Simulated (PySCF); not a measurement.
## Bi²⁺ (bismuth, charge +2) across methods

[Xe] 4f14 5d10 6s2 6p1, 2P determinant. Computed with PySCF 2.14 in ANO-RCC-VTZP (8s7p5d3f2g, 93 functions), with scalar relativity by spin-free X2C-1e.

```csv
method,E (hartree),mean ε 6s α (eV),mean ε 6s β (eV),mean ε 6p α (eV),Σ⟨r²⟩ (bohr²),⟨S²⟩
LDA,-21520.76,-31.335,-30.768,-19.813,49.96,0.750
r2SCAN,-21533.66,-31.340,-30.450,-20.007,49.94,0.753
PBE,-21533.75,-30.957,-30.299,-19.664,50.03,0.751
PBE0,-21533.43,-32.293,-31.297,-20.765,50.00,0.752
UHF,-21527.46818,-35.248,-33.131,-23.352,50.37,0.756
```

Spin-orbit coupling, absent here, splits the open shell strongly.
